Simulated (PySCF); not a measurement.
## Stationary points of ISI

Computed with PBE0 in PySCF with I def2-TZVP with ECP28, S def2-TZVP; scalar-relativistic core potentials, no spin–orbit coupling; density-fitted integrals.

Relaxations began from a few typed shapes. The search is not exhaustive: other isomers or separated fragments can lie lower, and high-lying points may rest on an excited occupation.

(1) Order these stationary points by electronic energy, lowest first, in kJ/mol from the lowest minimum.
A. singlet C∞v: I–I 2.974 Å, I–S 2.302 Å; I–I–S 180.0°
B. singlet Cs: I–I 2.783 Å, I–S 2.250 Å; I–I–S 112.9°

(2) Which of them are minima?

## Answers

(1) B (0.0), A (108.7).

(2) By energy in kJ/mol, 0.0: minimum; 108.7: saddle point, 1 imaginary mode.

The electron or spin density has lower symmetry than the nuclear frame for the singlet C∞v at 108.7 kJ/mol.
